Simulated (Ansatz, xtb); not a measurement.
A geometry optimisation of CH3BFGa with r2SCAN-D4/def2-SVP

The starting geometry of this gas-phase triplet was built from a drawn formula by distance geometry and a force field; its bonds are those of `B[C@H](F)[Ga]`.

| atom | x (Å) | y (Å) | z (Å) |
| --- | --- | --- | --- |
| C | 0.0473 | -1.4719 | 1.0953 |
| B | 0.5097 | -0.3483 | 2.1476 |
| F | 1.0502 | -1.7431 | 0.2472 |
| Ga | -0.7185 | -0.2328 | -0.2687 |
| H | -0.2800 | 0.1173 | 2.8757 |
| H | 1.5964 | 0.1951 | 2.0150 |
| H | -0.2291 | -2.3980 | 1.6712 |

Task: Predict what becomes of its bonds when it is optimised with r2SCAN-D4/def2-SVP.

Result: A new bond forms, giving a structure given below by its coordinates. Distances that change by over a tenth: C1–Ga4 (2.00 → 2.27 Å). Contacts that close: B2–Ga4 (2.71 → 2.18 Å).

The energy falls by 1.13 eV over 13 steps:

```json
{"step": "1", "E − E(last) (eV)": "1.127"}
{"step": "2", "E − E(last) (eV)": "0.457"}
{"step": "4", "E − E(last) (eV)": "0.075"}
{"step": "5", "E − E(last) (eV)": "0.019"}
{"step": "6", "E − E(last) (eV)": "0.002"}
{"step": "8", "E − E(last) (eV)": "0.000"}
{"step": "9", "E − E(last) (eV)": "0.000"}
{"step": "10", "E − E(last) (eV)": "0.000"}
{"step": "12", "E − E(last) (eV)": "0.000"}
{"step": "13", "E − E(last) (eV)": "0.000"}
```

Final geometry (Å):

```csv
atom,x (Å),y (Å),z (Å)
C,0.2816,-1.6134,1.1921
B,0.4810,-0.2107,1.8957
F,1.2400,-2.0863,0.3758
Ga,-0.8255,0.0877,0.1731
H,-0.3827,0.0417,2.7189
H,1.5627,0.3252,1.9003
H,-0.3812,-2.4260,1.5275
```

From the same start GFN2-xTB ends elsewhere, differing in C1–Ga4 (2.80 against 2.27 Å here).

The end wasn't checked by frequencies. Open shells are spin-unrestricted. The triplet needn't be the ground state. Run with Ansatz 0.2.0, 88 s on 2 threads of Arm Neoverse V1, on a shared host.
